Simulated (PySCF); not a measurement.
Species: C₅H₉FOSi.
Structure used (GFN2-xTB), in Å, numbered top down from 1:
```
atom  x, y, z in Å
F1     3.8624   -1.0455    0.0618
C2     2.7103   -0.4119   -0.2639
O3     1.7082   -0.9490    0.5256
C4     0.4645   -0.3868    0.4190
C5     0.0822    0.6046   -0.3844
C6    -1.3564    1.0252   -0.3270
C7    -2.0669    0.3761    0.8741
Si8   -0.9437   -1.0381    1.4931
H9     2.8592    0.6636   -0.0670
H10    2.5321   -0.5874   -1.3389
H11    0.7193    1.1142   -1.0937
H12   -1.4206    2.1153   -0.2761
H13   -1.8442    0.7265   -1.2600
H14   -3.0657    0.0500    0.5939
H15   -2.1997    1.1190    1.6601
H16   -1.3884   -2.3765    1.0958
H17   -0.6596   -0.9873    2.9272
```

Method used: TDDFT PBE0/def2-SVPD, vertical, gas phase, core orbitals frozen in the response (PySCF).

Ground-to-excited transition dipoles (e·a0, same axes as the geometry; the sign carries no meaning), for the states with f of 0.002 or more among the lowest 8:

```tsv
state	E (eV)	μx	μy	μz
S1	6.071	0.050	-0.118	-0.004
S2	6.173	-0.103	0.293	-0.053
S3	6.409	0.357	-0.672	0.600
S4	6.831	-0.081	-0.199	-0.178
S6	7.170	0.070	-0.170	0.071
S7	7.362	-0.177	-0.149	-0.110
S8	7.648	0.492	0.010	-0.088
```

Question: What oscillator strength does each state have?

Answer: f = (2/3) ΔE |μ|² with ΔE in hartree (27.2114 eV).

```json
{"state": "S1", "|μ|² (au)": "0.016", "|μ| (D)": "0.32", "f": "0.002"}
{"state": "S2", "|μ|² (au)": "0.100", "|μ| (D)": "0.80", "f": "0.015"}
{"state": "S3", "|μ|² (au)": "0.939", "|μ| (D)": "2.46", "f": "0.147"}
{"state": "S4", "|μ|² (au)": "0.078", "|μ| (D)": "0.71", "f": "0.013"}
{"state": "S6", "|μ|² (au)": "0.039", "|μ| (D)": "0.50", "f": "0.007"}
{"state": "S7", "|μ|² (au)": "0.065", "|μ| (D)": "0.65", "f": "0.012"}
{"state": "S8", "|μ|² (au)": "0.250", "|μ| (D)": "1.27", "f": "0.047"}
```

Question: Which bond between heavy atoms lies closest to the direction of the S3 transition dipole?

Answer: C4–C5, at 6° from it; next C7–Si8 at 21°.

Question: What angle do the transition dipoles of S2 and S8 make?

Answer: |cos θ| = |μa·μb| / (|μa| |μb|) = 0.27, so θ ≈ 74° (taken between 0 and 90°, since the signs are arbitrary).

Question: What peak molar absorption coefficient would the strongest computed level give as a lone Gaussian band 0.4 eV wide at half height?

Answer: ε(max) = 2.175×10⁸ f / FWHM, with the width in cm⁻¹. S3: 2.175×10⁸ × 0.1475 / 3226 ≈ 9900 L mol⁻¹ cm⁻¹.

The run took 99 s wall on Arm Neoverse N1, one thread (shared host), and the process peaked at 0.97 GiB of memory.

One conformer stands for the species.
